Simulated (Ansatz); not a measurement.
Molecule: sum formula H₆SiN₃O (charge -1, singlet). It need not be the lowest isomer of its formula. Whether it binds its extra electron was not tested at this geometry. 
Coordinates optimised at B3LYP-D3(BJ)/def2-TZVP (Ansatz, an electronic-structure program):
```
Si
N 1 1.6418
H 2 1.0150 1 116.85
O 1 1.7160 2 123.88 3 -80.62
H 4 0.9610 1 109.06 2 79.03
N 1 1.7716 2 109.60 3 164.68
H 6 1.0122 1 112.72 2 120.70
H 6 1.0123 7 108.34 1 121.40
N 1 1.7876 2 114.76 3 39.06
H 9 1.0122 1 111.72 2 41.64
H 9 1.0146 10 107.93 1 -126.35
```
Charge -1, spin multiplicity 1.

Parts of the frozen-core correlation energy in cc-pV(D+d)Z (Ansatz, hartree). Frozen orbitals: 9; correlated occupied orbitals by spin: 16 and 16; virtual: 84 and 84. No spin-orbit coupling. Non-relativistic.

```
term                            value
-------------------------  ----------
reference (HF)             -530.74408
MP2 opposite-spin            -0.59809
MP2 same-spin                -0.20874
CCSD correlation             -0.84311
(T)                          -0.02172
T1 diagnostic                   0.012
largest doubles amplitude       0.035
```
